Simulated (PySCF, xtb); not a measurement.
Zn(NH2)(OSiH3) (H₅NOSiZn), SMILES [NH2][Zn][O][SiH3].

GFN2-xTB run with xtb at its own geometry gives an orbital gap of 3.29 eV and a dipole moment of 3.18 D.

Geometry optimised at PBE0-D3(BJ)/def2-SVP. The structure was generated by enumeration; whether it is a known compound was not checked. Other conformers were not sampled.

Problem. What does CAM-B3LYP/def2-TZVP (PySCF) give? (An estimate is asked for; the answer gives what the named calculation found.)

Solution. gap 8.65 eV (levels -8.76 and -0.12 eV), dipole 2.31 D.
